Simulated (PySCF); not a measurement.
A geometry optimisation on [Y(H2O)6]3+ (`[OH2]->[Y+3](<-[OH2])(<-[OH2])(<-[OH2])(<-[OH2])<-[OH2]`).

Method: PBE0-D3(BJ)/def2-SVP geometry optimisation, gas phase, def2 core potentials past Kr (PySCF 2.14.0). Start geometry: GFN2-xTB. A driver script takes a list of jobs; this job's settings line and coordinates (Å) are shown.

Input:
```
{"job": {"xc": "PBE0", "basis": "def2-SVP", "d3": "d3bj", "grid": 1, "maxiter": 30, "kind": "geom"}, "charge": 3, "multiplicity": 1}
Y      0.000500    -0.000160    -0.000040
O      0.161210     0.162940     2.127850
H      0.143490     0.973320     2.676580
H      0.277150    -0.553350     2.785060
O     -0.158710    -0.164030    -2.127450
H     -0.259270     0.553370    -2.785800
H     -0.159080    -0.975660    -2.674230
O      2.127850     0.163700    -0.162990
H      2.785580     0.273250     0.553320
H      2.676070     0.147840    -0.973280
O     -2.127350    -0.158760     0.163460
H     -2.675350    -0.153240     0.974190
H     -2.784550    -0.267960    -0.553870
O     -0.164760     2.127340    -0.159710
H     -0.976630     2.673790    -0.155340
H      0.551410     2.786220    -0.264510
O      0.163050    -2.127860     0.159190
H     -0.553140    -2.783900     0.275290
H      0.972510    -2.676850     0.142280
```

Output:
```
step   0  E = -495.22097076  max force = 0.045322
step   1  E = -495.25492812  max force = 0.017566
step   2  E = -495.26051685  max force = 0.004509
step   3  E = -495.26103947  max force = 0.000732
step   4  E = -495.26104048  max force = 0.000126
optimisation converged
```

Energies in Eh; «max force» is the largest Cartesian gradient component in Eh/bohr.

Task: Give the first gradient maximum in eV/Å.

Result: With 1 Eh/bohr = 51.422 eV/Å, 2.331 eV/Å.

Task: How much energy does the optimisation release, in kJ/mol?

Result: E(step 0) − E(last step) = 0.040070 Eh, which is 105.2 kJ/mol.

Main results: final energy -495.26104 Eh after 4 steps.

Task: Where do the atoms end?

Result: 0.170 Å rms from the input after alignment:
```
atom  x, y, z in Å
Y1     0.0026   -0.0006   -0.0004
O2     0.1462    0.1749    2.3053
H3     0.1239    0.9892    2.8442
H4     0.2496   -0.5420    2.9607
O5    -0.1452   -0.1716   -2.3061
H6    -0.2337    0.5508   -2.9576
H7    -0.1405   -0.9831   -2.8497
O8     2.3080    0.1454   -0.1750
H9     2.9603    0.2434    0.5454
H10    2.8510    0.1262   -0.9868
O11   -2.3034   -0.1475    0.1705
H12   -2.8437   -0.1365    0.9841
H13   -2.9573   -0.2438   -0.5487
O14   -0.1749    2.3050   -0.1433
H15   -0.9903    2.8426   -0.1333
H16    0.5424    2.9617   -0.2353
O17    0.1721   -2.3063    0.1475
H18   -0.5496   -2.9564    0.2512
H19    0.9824   -2.8514    0.1272
```

The ion is multiply charged and computed in the gas phase, without counter-ions or solvent.

The run took 76 s on Arm Neoverse V2, one thread, shared host with 96 logical CPUs at a one-minute load of 20, and the process peaked at 0.73 GiB of memory.
Labels such as C1 count atoms from 1, the log's own numbers from 0.
